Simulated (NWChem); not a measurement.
System: silicon dioxide molecule (SiO2); SMILES O=[Si]=O

The following NWChem deck was run.

```
start job
memory heap 200 mb stack 900 mb global 1100 mb
geometry units angstroms noautosym nocenter noautoz
  O      0.000000     0.000000    -1.505992
  Si     0.000000     0.000000     0.000000
  O      0.000000     0.000000     1.505992
end
basis spherical
  * library def2-svp
end
dft
  xc m06-2x
  iterations 150
end
cosmo
  do_cosmo_smd true
  solvent methanol
end
task dft energy
```

Output (shortened):

```
             Northwest Computational Chemistry Package (NWChem) 7.3.0
             --------------------------------------------------------

                             Geometry "geometry" -> ""
                             -------------------------

 Output coordinates in angstroms (scale by  1.889725989 to convert to a.u.)

  No.       Tag          Charge          X              Y              Z
 ---- ---------------- ---------- -------------- -------------- --------------
    1 O                    8.0000     0.00000000     0.00000000    -1.50599200
    2 Si                  14.0000     0.00000000     0.00000000     0.00000000
    3 O                    8.0000     0.00000000     0.00000000     1.50599200

 Effective nuclear repulsion energy (a.u.)      89.9535825847

                                 NWChem DFT Module
                                 -----------------

 Summary of "ao basis" -> "ao basis" (spherical)
 ------------------------------------------------------------------------------
       Tag                 Description            Shells   Functions and Types
 ---------------- ------------------------------  ------  ---------------------
 O                          def2-svp                 6       14   3s2p1d
 Si                         def2-svp                 8       18   4s3p1d

 in cosmo_initialize ...
 calling solv_data for solv:methanol

 solvent parameters
 solvname_short: methanol
 solvname_long:  methanol
 dielec:       32.6130
 dielecinf:     1.7657
 nonaqueous SMD model solvent descriptors
 dielec:       32.6130
 sola:          0.4300
 solb:          0.4700
 solc:          0.0000
 solg:         31.7700
 solh:          0.0000
 soln:          1.3288

          ---------------
          -cosmo- solvent
          ---------------
 Cosmo: York-Karplus, doi: 10.1021/jp992097l
 dielectric constant -eps-     =  32.61
 screen = (eps-1)/(eps    )    =   0.96934
 surface charge correction     = lagrangian

   van der Waals surface
 --------------------------

 ---------- ATOMIC COORDINATES (A.U.) ------------ VDWR(ANG.) --
     1    0.00000000    0.00000000   -2.84591222     1.520
     2    0.00000000    0.00000000    0.00000000     2.470
     3    0.00000000    0.00000000    2.84591222     1.520
 number of segments per atom =        128
 number of   points per atom =        128
 atom (   nspa,  nppa )
 ----------------------
    1 (     48,     0 )       0
    2 (    112,     0 )       0
    3 (     48,     0 )       0
 number of -cosmo- surface points =      208
 molecular surface =     75.075 angstrom**2
 molecular volume  =     68.974 angstrom**3
 -lineq- algorithm             =   0
 -bem- low  level              =   3
 -bem- from -octahedral-
 gaussian surface charge width =   4.50000
 degree of switching           =   1.00000
 switching function tolerance  =   0.00010
 atomic radii =
 --------------
    1  8.000  1.520
    2 14.000  2.470
    3  8.000  1.520
 ...... end of -cosmo- initialization ......

 nat:                     3
 ixmem:                   608
 calling mnsol_interface()
 G(SMD-CDS) energy (kcal/mol)  =     1.560
 SMD-CDS SASA (angstrom**2)    =    94.352

            General Information
            -------------------
          SCF calculation type: DFT
          Wavefunction type:  closed shell.
          No. of atoms     :     3
          No. of electrons :    30
           Alpha electrons :    15
            Beta electrons :    15
          Charge           :     0
          Spin multiplicity:     1
          Use of symmetry is: off; symmetry adaption is: off
          Maximum number of iterations: 150
          AO basis - number of functions:    46
                     number of shells:    20
          Convergence on energy requested:  1.00D-06
          Convergence on density requested:  1.00D-05
          Convergence on gradient requested:  5.00D-04

              XC Information
              --------------
                       M06-2X Method XC Functional
                     Hartree-Fock (Exact) Exchange  0.540
                        M06-2X Exchange Functional  1.000
                      M06-2X Correlation Potential  1.000

[...]

                                COSMO-SMD solvation results
                                ---------------------------

             internal energy in gas <Psi(g)|H|Psi(g)> =      -439.643605930105
         internal energy in solvent <Psi(s)|H|Psi(s)> =      -439.641600404181
                               delta internal energy  =         0.002005525924 (    1.26 kcal/mol)
   total free energy in solvent <Psi(s)|H+V/2|Psi(s)> =      -439.658106460784
 polarization energy contribution <Psi(s)|V/2|Psi(s)> =        -0.016506056603 (  -10.36 kcal/mol)
    total free energy in solvent including G(SMD-CDS) =      -439.655620690776
                       G(SMD-CDS) energy contribution =         0.002485770008 (    1.56 kcal/mol)
     1 M fixed-concentration free energy of solvation =        -0.012014760671 (   -7.54 kcal/mol)

                       DFT Final Molecular Orbital Analysis
                       ------------------------------------

 Vector   13  Occ=2.000000D+00  E=-4.609300D-01
              MO Center=  8.1D-10, -8.1D-10,  5.3D-06, r^2= 2.5D+00
   Bfn.  Coefficient  Atom+Function         Bfn.  Coefficient  Atom+Function
  ----- ------------  ---------------      ----- ------------  ---------------
     4      0.268059  1 O  px                 5     -0.268231  1 O  py
    36      0.268060  3 O  px                37     -0.268232  3 O  py
     7      0.190903  1 O  px                 8     -0.191025  1 O  py
    39      0.190904  3 O  px                40     -0.191026  3 O  py
    22      0.178042  2 Si px                23     -0.178155  2 Si py

 Vector   14  Occ=2.000000D+00  E=-4.185103D-01
              MO Center= -1.9D-10, -2.0D-10, -5.2D-06, r^2= 2.7D+00
   Bfn.  Coefficient  Atom+Function         Bfn.  Coefficient  Atom+Function
  ----- ------------  ---------------      ----- ------------  ---------------
     5      0.304525  1 O  py                37     -0.304524  3 O  py
     4      0.302145  1 O  px                36     -0.302144  3 O  px
     8      0.225442  1 O  py                40     -0.225441  3 O  py
     7      0.223680  1 O  px                39     -0.223679  3 O  px
    29     -0.112641  2 Si d -1              31      0.111760  2 Si d  1

 Vector   15  Occ=2.000000D+00  E=-4.185103D-01
              MO Center= -1.2D-10,  1.2D-10, -5.2D-06, r^2= 2.7D+00
   Bfn.  Coefficient  Atom+Function         Bfn.  Coefficient  Atom+Function
  ----- ------------  ---------------      ----- ------------  ---------------
     4      0.304525  1 O  px                36     -0.304524  3 O  px
     5     -0.302145  1 O  py                37      0.302144  3 O  py
     7      0.225442  1 O  px                39     -0.225441  3 O  px
     8     -0.223680  1 O  py                40      0.223679  3 O  py
    31      0.112641  2 Si d  1              29      0.111760  2 Si d -1

 Vector   16  Occ=0.000000D+00  E=-7.377414D-02
              MO Center=  1.2D-08, -1.8D-08, -1.3D-08, r^2= 2.7D+00
   Bfn.  Coefficient  Atom+Function         Bfn.  Coefficient  Atom+Function
  ----- ------------  ---------------      ----- ------------  ---------------
    18      0.925984  2 Si s                  6     -0.257245  1 O  pz
    38      0.257245  3 O  pz                30     -0.247616  2 Si d  0
     3     -0.212830  1 O  s                 16      0.212427  2 Si s
    35     -0.212830  3 O  s                 17      0.200721  2 Si s
     9     -0.177729  1 O  pz                41      0.177728  3 O  pz

 Vector   17  Occ=0.000000D+00  E= 2.433081D-02
              MO Center= -1.1D-08,  1.1D-08, -5.0D-08, r^2= 2.7D+00
   Bfn.  Coefficient  Atom+Function         Bfn.  Coefficient  Atom+Function
  ----- ------------  ---------------      ----- ------------  ---------------
    25      0.559728  2 Si px                26     -0.536709  2 Si py
    22      0.282866  2 Si px                23     -0.271233  2 Si py
     7     -0.231398  1 O  px                39     -0.231398  3 O  px
     8      0.221882  1 O  py                40      0.221882  3 O  py
     4     -0.202691  1 O  px                36     -0.202691  3 O  px

 Vector   18  Occ=0.000000D+00  E= 2.433081D-02
              MO Center=  3.7D-09,  3.2D-09, -4.9D-08, r^2= 2.7D+00
   Bfn.  Coefficient  Atom+Function         Bfn.  Coefficient  Atom+Function
  ----- ------------  ---------------      ----- ------------  ---------------
    26      0.559728  2 Si py                25      0.536709  2 Si px
    23      0.282866  2 Si py                22      0.271233  2 Si px
     8     -0.231398  1 O  py                40     -0.231398  3 O  py
     7     -0.221882  1 O  px                39     -0.221882  3 O  px
     5     -0.202691  1 O  py                37     -0.202691  3 O  py

     Multipole analysis of the density
     ---------------------------------

     L   x y z        total         alpha         beta         nuclear
     -   - - -        -----         -----         ----         -------
     0   0 0 0     -0.000000    -15.000000    -15.000000     30.000000

     1   1 0 0     -0.000000     -0.000000     -0.000000      0.000000
     1   0 1 0      0.000000      0.000000      0.000000      0.000000
     1   0 0 1     -0.000001     -0.000001     -0.000001      0.000000

     2   2 0 0    -14.255718     -7.127859     -7.127859      0.000000
     2   1 1 0      0.000000      0.000000      0.000000      0.000000
     2   1 0 1      0.000000      0.000000      0.000000      0.000000
     2   0 2 0    -14.255718     -7.127859     -7.127859      0.000000
     2   0 1 1     -0.000000     -0.000000     -0.000000      0.000000
     2   0 0 2    -25.223542    -77.405502    -77.405502    129.587462
```

Level: M06-2X/def2-SVP, SMD on the gas-phase geometry. Coordinates come from a PBE0-D3(BJ)/def2-TZVP optimisation. Solvent: methanol.
